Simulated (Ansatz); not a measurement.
Mulliken charges of CH$_{5}$FGeSSi, SMILES `F[Si]1([GeH3])CS1` from ωB97M-V/def2-TZVPP in Ansatz (PBE0-D4/def2-TZVP geometry).

```json
{"atom": "F1", "x (Å)": "-2.197", "y (Å)": "0.063", "z (Å)": "0.465", "charge (e)": "-0.288"}
{"atom": "Si2", "x (Å)": "-0.722", "y (Å)": "0.153", "z (Å)": "-0.140", "charge (e)": "0.489"}
{"atom": "Ge3", "x (Å)": "0.604", "y (Å)": "-1.641", "z (Å)": "0.642", "charge (e)": "-0.101"}
{"atom": "C4", "x (Å)": "-0.074", "y (Å)": "1.825", "z (Å)": "-0.509", "charge (e)": "-0.313"}
{"atom": "S5", "x (Å)": "-0.477", "y (Å)": "0.864", "z (Å)": "-2.072", "charge (e)": "-0.176"}
{"atom": "H6", "x (Å)": "0.485", "y (Å)": "-1.774", "z (Å)": "2.167", "charge (e)": "0.031"}
{"atom": "H7", "x (Å)": "2.059", "y (Å)": "-1.343", "z (Å)": "0.258", "charge (e)": "0.042"}
{"atom": "H8", "x (Å)": "0.148", "y (Å)": "-2.947", "z (Å)": "-0.021", "charge (e)": "0.035"}
{"atom": "H9", "x (Å)": "0.981", "y (Å)": "2.064", "z (Å)": "-0.416", "charge (e)": "0.138"}
{"atom": "H10", "x (Å)": "-0.726", "y (Å)": "2.683", "z (Å)": "-0.370", "charge (e)": "0.144"}
```

**Question.** By hand: the dipole of these point charges (1 e Å = 4.8032 D).

**Answer.** Σ q r = (0.463, -0.044, 0.223) e Å, of length 0.516 e Å = 2.48 D.

**Question.** How does the dipole of the full density compare? (An estimate is asked.)

**Answer.** Ansatz gave: (0.285, -0.050, 0.279) e Å, 1.93 D; the point charges give 1.28 times that, at 19° from its direction.

Point charges leave out the atoms' own dipoles, such as those of lone pairs, and Mulliken's split depends on the basis, so the two needn't agree.
